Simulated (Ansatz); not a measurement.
TIPS-pentacene (C₄₄H₅₄Si₂). The state is a singlet with charge 0. Geometry PBE-D4/def2-SVP.

Cartesian coordinates in Å:
```
C -3.372 0.632 -5.552
C -3.279 -0.834 -6.006
C -4.380 -1.183 -7.021
Si -3.193 -2.093 -4.555
C -2.213 -1.326 -3.194
C -1.547 -0.875 -2.252
C -0.782 -0.388 -1.166
C -0.491 -1.257 -0.065
C -0.953 -2.595 -0.039
C -0.677 -3.455 1.033
C -1.145 -4.812 1.063
C -0.858 -5.634 2.132
C -0.086 -5.147 3.238
C 0.382 -3.850 3.248
C 0.107 -2.960 2.156
C 0.568 -1.637 2.135
C 0.297 -0.764 1.055
C 0.783 0.583 1.043
C 1.558 1.060 2.127
C 2.242 1.477 3.072
Si 3.260 2.104 4.477
C 2.036 2.893 5.724
C 2.745 3.550 6.918
C 0.961 1.891 6.174
C 4.447 3.421 3.750
C 5.331 2.830 2.640
C 3.674 4.653 3.251
C 4.192 0.622 5.271
C 5.452 1.079 6.028
C 4.510 -0.511 4.281
C 0.494 1.452 -0.059
C 0.966 2.785 -0.093
C 0.690 3.645 -1.164
C 1.169 4.998 -1.202
C 0.879 5.820 -2.271
C 0.091 5.338 -3.367
C -0.388 4.045 -3.371
C -0.109 3.155 -2.279
C -0.578 1.835 -2.252
C -0.300 0.961 -1.175
C -2.249 -3.669 -5.135
C -3.164 -4.662 -5.874
C -1.452 -4.363 -4.018
C -4.916 -2.519 -3.826
C -4.797 -3.497 -2.645
C -5.695 -1.257 -3.421
H -2.550 0.899 -4.857
H -3.318 1.320 -6.423
H -4.325 0.844 -5.026
H -2.294 -0.964 -6.513
H -5.393 -1.098 -6.572
H -4.354 -0.491 -7.892
H -4.281 -2.213 -7.420
H -1.544 -2.964 -0.890
H -1.737 -5.181 0.210
H -1.222 -6.673 2.145
H 0.131 -5.820 4.082
H 0.977 -3.472 4.095
H 1.160 -1.257 2.982
H 1.530 3.692 5.134
H 3.510 4.291 6.605
H 3.254 2.795 7.554
H 2.019 4.081 7.572
H 1.401 1.057 6.761
H 0.426 1.445 5.311
H 0.204 2.380 6.826
H 5.104 3.738 4.593
H 5.958 1.989 3.000
H 6.018 3.599 2.223
H 4.714 2.445 1.801
H 3.097 5.149 4.058
H 2.955 4.376 2.451
H 4.365 5.412 2.823
H 3.470 0.222 6.020
H 5.239 1.871 6.775
H 6.221 1.479 5.334
H 5.919 0.229 6.571
H 4.986 -1.370 4.802
H 5.212 -0.180 3.488
H 3.600 -0.885 3.769
H 1.567 3.151 0.754
H 1.774 5.363 -0.357
H 1.250 6.856 -2.289
H -0.130 6.011 -4.210
H -0.994 3.669 -4.210
H -1.182 1.459 -3.091
H -1.513 -3.271 -5.872
H -2.578 -5.511 -6.287
H -3.927 -5.097 -5.194
H -3.707 -4.195 -6.721
H -0.863 -5.215 -4.424
H -0.747 -3.668 -3.520
H -2.118 -4.776 -3.231
H -5.471 -3.027 -4.649
H -5.798 -3.735 -2.224
H -4.189 -3.061 -1.824
H -4.324 -4.458 -2.935
H -6.679 -1.524 -2.977
H -5.893 -0.587 -4.282
H -5.139 -0.669 -2.661
```

B3LYP takes the VWN-RPA correlation. Single mean-field runs in 6-31G, def2-SVP, def2-mTZVP are fitted with def2-universal-jkfit. The restricted singlet is unstable towards broken spin symmetry at other levels; at HF/6-31G, r2SCAN-D4/def2-mTZVP, B3LYP-D4/6-31G, B3LYP-D4/def2-SVP and others this wasn't settled.

**Question.** Estimate the orbital energies around the gap (eV) in Ansatz with HF/6-31G, r2SCAN-D4/def2-mTZVP, B3LYP-D4/6-31G, B3LYP-D4/def2-SVP, PBE0-D4/def2-SVP.

**Answer.** 
```tsv
orbital	HF/6-31G	r2SCAN-D4/def2-mTZVP	B3LYP-D4/6-31G	B3LYP-D4/def2-SVP	PBE0-D4/def2-SVP
HOMO−13	-11.16	-7.64	-8.08	-8.24	-8.57
HOMO−12	-10.94	-7.46	-7.86	-8.05	-8.38
HOMO−11	-10.89	-7.32	-7.75	-7.92	-8.24
HOMO−10	-10.71	-7.15	-7.73	-7.83	-8.14
HOMO−9	-10.68	-7.10	-7.68	-7.78	-8.08
HOMO−8	-10.27	-6.96	-7.41	-7.55	-7.83
HOMO−7	-10.20	-6.68	-7.25	-7.36	-7.60
HOMO−6	-9.93	-6.42	-6.93	-7.08	-7.33
HOMO−5	-9.88	-6.38	-6.90	-7.04	-7.29
HOMO−4	-9.52	-6.36	-6.87	-7.03	-7.27
HOMO−3	-8.71	-6.36	-6.55	-6.75	-7.02
HOMO−2	-8.32	-6.01	-6.34	-6.54	-6.82
HOMO−1	-7.85	-5.69	-5.92	-6.15	-6.42
HOMO	-5.81	-4.53	-4.59	-4.84	-5.06
LUMO	-0.10	-3.53	-2.73	-3.03	-3.02
LUMO+1	2.50	-1.95	-1.00	-1.31	-1.22
LUMO+2	2.87	-1.64	-0.61	-0.98	-0.89
LUMO+3	3.02	-1.38	-0.43	-0.81	-0.75
LUMO+4	4.21	-0.68	0.36	-0.01	0.10
LUMO+5	4.41	-0.59	0.55	0.19	0.29
```
